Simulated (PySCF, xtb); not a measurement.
B₂F₃, SMILES F[B]B(F)F, multiplicity 2. Other conformers were not sampled.

Harmonic wavenumbers (cm⁻¹) from GFN2-xTB (xtb) at its own minimum, in rising order: 82, 92, 374, 402, 434, 626, 1121, 1147, 1632.

What does PBE0-D3(BJ)/def2-SVP (PySCF) give at its own minimum? (The exact figures need the calculation; the answer reports its results.)

124, 204, 354, 414, 591, 682, 1226, 1399, 1521. Paired by order, the mean absolute difference is 96 cm⁻¹ and the zero-point energies are 8.4 and 9.3 kcal/mol.
